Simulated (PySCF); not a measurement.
Vertical excitations of a molecule C₄H₉NSi from TDDFT-ωB97X/def2-SVPD (PySCF), as energy in eV (oscillator strength): 6.43 (0.030), 6.56 (0.277), 6.72 (0.007), 7.35 (0.029), 7.37 (0.014), 7.59 (0.010), 7.64 (0.003), 8.04 (0.025), 8.29 (0.010), 8.35 (0.003). Lowest triplet (TDA): 4.01 eV. Geometry: TPSSh-D3(BJ)/def2-SVP. The values are those of a single conformer.

**Question.** Which structure fits?
(A) N[SiH2]C1=CCC1
(B) C[Si]1(C)C=NC1
(C) C/N=C1\CC[SiH2]1
(D) CNCC#C[SiH3]

**Answer.** A, N[SiH2]C1=CCC1
